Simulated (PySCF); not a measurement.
GaCl4, SMILES [Cl][Ga-]([Cl])([Cl])[Cl], charge -1. Heavy atoms are numbered as in [Ga-:1]([Cl:2])([Cl:3])([Cl:4])[Cl:5].

Geometry optimised at B3LYP-D3(BJ)/def2-SVPD. The isomer is the one that the SMILES or the coordinates give; other isomers of the formula were not compared.

Level of theory: PySCF with PBE/def2-SVPD.

Mulliken values depend strongly on the basis, most of all with diffuse functions as here. Atomic charges (e), one atom of each kind:

| atom | meta-Löwdin | Mulliken |
|---|---|---|
| Ga1 | 0.55 | 1.73 |
| Cl2 | -0.39 | -0.68 |
